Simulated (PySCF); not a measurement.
Species: (ClAlPH)3 ring, Al₃Cl₃H₃P₃.
Cartesian coordinates in Å at the PBE0-D3(BJ)/def2-SVP level; atoms count from 1:
```
atom  x, y, z in Å
Al1   -1.7612    0.3035   -0.4775
Cl2   -3.2396    1.6572    0.1472
P3    -1.6013   -1.7610    0.5537
Al4    0.6508   -1.6315    0.0106
Cl5    1.1836   -2.8377   -1.6436
P6     2.3819   -0.3265    0.8504
Al7    1.1626    1.3997   -0.0784
Cl8    0.8980    3.1929    0.9864
P9    -0.1734    1.1376   -1.9594
H10   -1.4917   -1.0326    1.7873
H11    1.7378   -0.0140    2.0945
H12    0.3679   -0.1702   -2.2202
```

Computed, not measured: PySCF, PBE0-D3(BJ)/def2-SVP geometry optimisation, gas phase.

Masses are those of the commonest isotopes; rigid-rotor values at the optimised geometry. The values belong to one conformer.

Task: Give the principal moments of inertia and the rotational constants in MHz.

Result: Ia = 1016.92, Ib = 1353.39, Ic = 1874.36 u·Å²; 505379 MHz·u·Å²/I gives A = 497.0, B = 373.4, C = 269.6 MHz.

Task: What kind of rotor is it?

Result: An asymmetric top; Ray's κ = -0.087.

Task: What does the inertial defect say?

Result: Not planar: Δ = Ic − Ia − Ib = -495.94 u·Å². For a rigid frame Δ = −2 Σ m c², so Σ m c² = 247.97 u·Å² lies off the ab plane: 13.49 from hydrogen and 234.48 from heavier atoms. The atom farthest from that plane is 2.28 Å away.

Task: Give the other two planar moments, Paa and Pbb, and the rms extents of the mass along the axes.

Result: Paa = Σ m a² = (Ib + Ic − Ia)/2 = 1105.42 and Pbb = Σ m b² = (Ia + Ic − Ib)/2 = 768.94 u·Å². With the mass M = 281.80 u, the rms extents √(P/M) along a, b and c are 1.98, 1.65, 0.94 Å.

Task: Where do the levels up to J = 5 lie, in MHz?

Result: Above 0(0,0):
J = 1: 1(0,1) 643, 1(1,1) 767, 1(1,0) 870
J = 2: 2(0,2) 1886, 2(1,2) 1949, 2(1,1) 2260, 2(2,1) 2631, 2(2,0) 2674
J = 3: 3(0,3) 3676, 3(1,3) 3699, 3(1,2) 4309, 3(2,2) 4560, 3(2,1) 4743, 3(3,1) 5461, 3(3,0) 5473
J = 4: 4(0,4) 5995, 4(1,4) 6002, 4(1,3) 6963, 4(2,3) 7097, 4(2,2) 7529, 4(3,2) 8094, 4(3,1) 8172, 4(4,1) 9273, 4(4,0) 9276
J = 5: 5(0,5) 8848, 5(1,5) 8850, 5(1,4) 10161, 5(2,4) 10217, 5(2,3) 10990, 5(3,3) 11373, 5(3,2) 11619, 5(4,2) 12583, 5(4,1) 12608, 5(5,1) 14076, 5(5,0) 14076
Those of J = 1 are B + C, A + C and A + B.

Task: Which lines would a microwave search look for?

Result: The dipole components are |μa| = 0.62 D, |μb| = 0.33 D, |μc| = 0.61 D. The squared components, which scale the intensities, stand as 1.00 : 0.28 : 0.98 (a : b : c). Some lines, for components of 0.1 D or more:

```tsv
type	branch	J(Ka,Kc)	MHz	lower level (cm⁻¹)
a	Q	2(1,1) ← 2(1,2)	311	0.065
c	Q	2(2,1) ← 2(1,1)	371	0.075
b	Q	2(1,1) ← 2(0,2)	375	0.063
b	Q	2(2,0) ← 2(1,1)	414	0.075
a	R	1(0,1) ← 0(0,0)	643	0.000
b	Q	2(2,1) ← 2(1,2)	682	0.065
b	R	1(1,1) ← 0(0,0)	767	0.000
c	R	1(1,0) ← 0(0,0)	870	0.000
b	R	2(0,2) ← 1(1,1)	1119	0.026
a	R	2(1,2) ← 1(1,1)	1182	0.026
a	R	2(0,2) ← 1(0,1)	1243	0.021
b	R	2(1,2) ← 1(0,1)	1306	0.021
a	R	2(1,1) ← 1(1,0)	1390	0.029
c	R	2(1,1) ← 1(0,1)	1617	0.021
b	R	2(2,1) ← 1(1,0)	1761	0.029
c	R	2(2,0) ← 1(1,0)	1804	0.029
b	R	2(2,0) ← 1(1,1)	1908	0.026
```

Task: Estimate the classical rotational partition function at 50 K, 200 K and 298.15 K.

Result: Point group C1, symmetry number σ = 1; q = (√π/σ)·√((kT/h)³/(ABC)), k/h = 20836.6 MHz/K: 266000 at 50 K, 2130000 at 200 K, 3880000 at 298.15 K.

PBE0-D3(BJ)/def2-SVP frequencies: not computed here. Zero-point vibration and centrifugal distortion are left out. Quadrupole hyperfine structure (27Al, 35Cl) is left out.

Hardware: an Arm Neoverse N1 with one thread, on a shared host. Cost: 6.5 min of wall time, 0.97 GiB resident at most. That covers the optimisation of the geometry.
